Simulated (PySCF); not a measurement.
**Calculated NMR parameters of FC(F)[C@H]1OCc2ccccc21**

- Formula: C9H8F2O
- SMILES: FC(F)[C@H]1OCc2ccccc21
- InChI: InChI=1S/C9H8F2O/c10-9(11)8-7-4-2-1-3-6(7)5-12-8/h1-4,8-9H,5H2/t8-/m0/s1
- Point group of the computed structure: C1
- Degrees of unsaturation: 5
- Carbon signals: 9
- Proton signals: 8

Atom-mapped SMILES (the numbers label the heavy atoms): `[F:1][CH:2]([F:3])[C@H:4]1[O:5][CH2:6][c:7]2[cH:8][cH:9][cH:10][cH:11][c:12]21` (H(Xn): hydrogen on atom n). Ha(C6) is cis to C2 on the ring; Hb(C6) is trans to C2 on the ring.

PySCF calculation with NMR shieldings at PBE0/pcSseg-1/GIAO and structure optimised with GFN2-xTB; in vacuum, one computed conformer, no relativistic terms.

Referencing at the same level of theory: 1H and 13C against TMS; 19F vs CFCl3; H2O for 17O.

| carbon | δC, type | δH (multiplicity) | HMBC from (2–3 bonds) | span of the C tensor (ppm) |
| --- | --- | --- | --- | --- |
| C2 | 123.0, CH | 6.21 (m) | H(C4) | 25 |
| C4 | 89.5, CH | 5.43 (m) | H(C11), H(C2), Ha(C6), Hb(C6) | 64 |
| C6 | 79.2, CH2 | Hb(C6) 5.49 (m); Ha(C6) 5.53 (m) | H(C8), H(C4) | 93 |
| C7 | 147.4, C | – | H(C11), H(C9), H(C8), Ha(C6), Hb(C6), H(C4) | 207 |
| C8 | 125.8, CH | 7.56 (m) | H(C9), H(C10), Ha(C6), Hb(C6) | 220 |
| C9 | 134.1, CH | 7.69 (m) | H(C11), H(C10), H(C8) | 235 |
| C10 | 132.9, CH | 7.63 (m) | H(C11), H(C9), H(C8) | 233 |
| C11 | 128.9, CH | 7.83 (d) | H(C9), H(C10), H(C4) | 225 |
| C12 | 141.8, C | – | H(C11), H(C10), H(C8), H(C2), Ha(C6), Hb(C6), H(C4) | 202 |

Other nuclei:
| atoms | nucleus | environment | δ (ppm) | σ (ppm) |
| --- | --- | --- | --- | --- |
| F3 | 19F | fluorine of a CF2 group | -146.8 | 317.8 |
| F1 | 19F | fluorine of a CF2 group | -150.0 | 320.9 |
| O5 | 17O | ether oxygen | 49.1 | 287.0 |

1. Carbon types of the structure: 2 × C, 6 × CH, 1 × CH2, which accounts for all hydrogens.
2. δC 147.4, 141.8: substituted aromatic carbon.
3. δC 134.1, 132.9, 128.9, 125.8: aromatic CH.
4. δC 123.0: sp3 CH bonded to 2 F; 2 electronegative neighbours deshield it.
5. δC 89.5: sp3 CH bonded to O, on an aromatic ring; the inductive effect lowers its shielding.
6. δC 79.2: sp3 CH2 bonded to O, on an aromatic ring; deshielded by the electronegative neighbour.

Splittings by 19F in the carbon and heteronuclear signals aren't shown, as no couplings were computed. Shifts are as computed. Against solution values, carbons near 30 ppm lie about +3 ppm off and those near 130 ppm about +5 ppm. Of 1211 compounds with measured shifts, 218 miss one by over three times the rms of a fit or turn the order of signals round; such compounds aren't used in these exercises. Unscaled 19F shifts against computed CFCl3 carry errors that often reach 10 to 50 ppm. Experimental scales use liquid or dissolved standards, which lie at an offset from isolated H2O (liquid H2O: subtract about 36 ppm). No couplings were computed; multiplicities are counted from neighbouring protons, with m where these are inequivalent, close in shift, in a saturated or five-membered ring or joined by F or P, and br s for small geminal =CH2 splittings.
